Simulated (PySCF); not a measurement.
## Computed vibrations of Eu(NH2)3

Eu(NH2)3 (singlet in the valence; each metal's 4f electrons, 6 of them, lie in its core potential, out of spins and levels). PySCF 2.14.0, RKS PBE0, Eu lcecp-1-SVP with ECP52, N def2-SVP, H def2-SVP; non-relativistic Hamiltonian with scalar-relativistic core potentials where named; density fitting; no spin-orbit coupling. Central differences of gradients.

```xyz
10

Eu   -0.0011   -0.0006    0.0040
N     2.2086    0.0015   -0.0122
H     2.8274    0.8099    0.0659
H     2.8320   -0.8016   -0.1084
N    -1.0988    1.9068    0.2091
H    -0.6971    2.8407    0.3067
H    -2.1096    2.0511    0.2154
N    -1.1011   -1.9028   -0.2319
H    -2.1120   -2.0456   -0.2546
H    -0.6985   -2.8344   -0.3442
```

Run from Python with OMP_NUM_THREADS=2. Where DIIS fails, smearing, a level shift and second-order steps follow.
It took 3.9 min on 2 threads of Arm Neoverse V1, with other jobs on the host.

Problem. What are the harmonic wavenumbers and infrared intensities?

Solution. Negative numbers are unstable modes, those under 60 cm⁻¹ near the noise; a finer grid moves soft modes by up to 10 cm⁻¹.
```
cm⁻¹  km/mol
  21    13.4
 108     0.0
 109     0.0
 280     0.0
 281     0.0
 283     0.0
 306     0.0
 404    11.1
 405    11.0
 524     0.3
 525     2.2
 527     0.4
 532   212.4
 533   212.8
 537   580.0
1523    27.7
1523    28.6
1528     0.1
3529    10.3
3529    10.7
3530     0.8
3611     2.1
3612     2.5
3612     4.1
```

Problem. Is this a minimum?

Solution. Yes, within the noise of the softest modes. Ideal gas at 298.15 K and 1 bar: S = 405.8 J/(mol K), Cp = 129.0 J/(mol K), H − H(0 K) = 25.5 kJ/mol (rigid rotor, harmonic modes, spin degeneracy alone, that of the 4f electrons in the core included; the modes under 60 cm⁻¹ make these uncertain).

An lcecp potential fixes the number of 4f electrons, so in runs with it no electron can move into or out of that shell.
